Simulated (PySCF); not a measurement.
C₄H₅Si, charge +1, multiplicity 1.

```xyz
10

C      0.0000     0.7582    -1.2158
C      0.0000     1.3872    -0.0209
Si     0.0000     0.0000     1.1649
C      0.0000    -1.3872    -0.0209
C      0.0000    -0.7582    -1.2158
H      0.0000     1.2895    -2.1738
H      0.0000     2.4688     0.1181
H      0.0000     0.0000     2.6439
H      0.0000    -2.4688     0.1181
H      0.0000    -1.2895    -2.1738
```
Charge +1, spin multiplicity 1.

Geometry: PBE0-D3(BJ)/def2-SVP. The spin state was assumed, not searched. The isomer is the one that the SMILES or the coordinates give; other isomers of the formula were not compared.

The numbers are results of PBE/pcSseg-1 (PySCF), not measurements. Non-relativistic, no solvent.

Task: Give the absolute GIAO shielding of each atom: isotropic value and principal components (ppm). (An estimate is asked for; the answer gives what the named calculation found.)

Result: 
```
atom  σ(iso)     σ11    σ22    σ33   span
----  ------  ------  -----  -----  -----
C1      -3.3  -140.2    1.4  129.0  269.2
C2      63.5   -36.3   63.9  163.0  199.3
Si3     29.4  -105.1  -29.0  222.3  327.4
C4      63.5   -36.3   63.9  163.0  199.3
C5      -3.3  -140.2    1.4  129.0  269.2
H6      23.3    18.9   25.1   25.9    6.9
H7      25.4    23.6   26.0   26.5    2.9
H8      22.7    21.1   22.1   24.9    3.8
H9      25.4    23.6   26.0   26.5    2.9
H10     23.3    18.9   25.1   25.9    6.9
```
